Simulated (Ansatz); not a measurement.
Job for Ansatz (a quantum-chemistry and plane-wave program): U-SVWN5/def2-TZVPP on GaAs, 2S+1 = 3, a spin state set in the input, which need not be the lowest, a point of a bond scan (R = 2.337 Å).

Ansatz 0.2 input:
```yaml
crystal:
  periodic: [false, false, false]
  atoms:
    - {symbol: Ga, position_ang: [0.00000000, 0.00000000, 0.00000000]}
    - {symbol: As, position_ang: [0.00000000, 0.00000000, 2.33671500]}
basis:
  gaussian:
    orbitals: def2-TZVPP
    pivot_positions_ang: [[0.00000000, 0.00000000, 0.00000000], [0.00000000, 0.00000000, 2.33671500]]
hamiltonian:
  xc: {name: SVWN5}
magnetization: {spin_polarized: true, initial_magnetization: 2}
output: {forces: true, orbitals: {seedname: ./end}}
```

It printed:

```
WARN ansatz: RAYON_NUM_THREADS=1 ignored (pool sized by the plan → 1); use --threads N
Functional definition: SVWN5
integrals: 0.03 GiB planned
741 factors; their error is unknown
mean field: 0.27 GiB planned
mean field evaluation 1: about -113044.8214 eV, gradient 2.6e1 eV
mean field evaluation 2: about -113021.3966 eV, gradient 6.1e1 eV
mean field evaluation 4: about -113046.7914 eV, gradient 4.3e0 eV
mean field evaluation 8: about -113046.8845 eV, gradient 2.2e0 eV
mean field evaluation 16: about -113046.9090 eV, gradient 3.7e-4 eV
mean field evaluation 32: about -113046.8953 eV, gradient 1.7e0 eV
mean field evaluation 64: about -113046.9090 eV, gradient 2.6e-4 eV
mean field evaluation 96: about -113042.9961 eV, gradient 8.4e-1 eV
mean field -113046.90904310 eV, -4154.3972813868 hartree, gradient 2.5e-6 eV, S^2 2.003147; 11 other end points of the search recorded, 0 dependent functions left out
the calculation of the forces begins
reference -113046.90906730 eV, -4154.3972822760 hartree; 33, 31 occupied and 63, 65 virtual orbitals, 741 factors
Total energy: -113046.90906730 eV, -4154.3972822760 hartree
Atom 0 at     0.000000     0.000000     0.000000 Å, force    -0.000000    -0.000000     0.440819 eV/Å
Atom 1 at     0.000000     0.000000     2.336715 Å, force    -0.000000    -0.000000    -0.440819 eV/Å
Dipole moment:     0.000000    -0.000000    -0.345932 e Å
```

Self-consistency was reached.

Cost: roughly 7 core-seconds.
